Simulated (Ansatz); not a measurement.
Si2Se4, relaxed as a singlet with RKS PBE0-D4/def2-SVP in Ansatz, starting from the GFN1-xTB geometry. Force threshold 0.02 eV/Å.

The structure comes from a short search, and lower isomers may exist.

Start:

```xyz
6

Si    1.190   -0.569   -0.525
Si   -1.190    0.569    0.525
Se    0.860    0.465    1.445
Se    2.923   -1.393   -1.293
Se   -0.862   -0.471   -1.442
Se   -2.922    1.398    1.291
```

**Question.** Estimate the energy that the relaxation releases and the steps that it takes.

**Answer.** 0.8 kcal/mol, in 5 steps; 23 s on 4 threads of Arm Neoverse V2 on a shared host. No frequencies were taken in this run, so the end may be a saddle point.

**Question.** Does the start keep its bonding and symmetry?

**Answer.** By distances, no bond broke or formed. The bond that changes most is Si2–Se5, from 2.25 to 2.28 Å (atoms count from 1). Point group D2h at the start, D2h at the end, both within 0.05 Å.

**Question.** Predict the relaxed structure.

**Answer.** 
```xyz
6

Si    1.2281   -0.5872   -0.5438
Si   -1.2281    0.5863    0.5448
Se    0.8587    0.4667    1.4381
Se    2.9634   -1.4150   -1.3091
Se   -0.8583   -0.4657   -1.4384
Se   -2.9638    1.4148    1.3084
```
Bond lengths: 6 × Se–Si 2.07 to 2.28 Å.
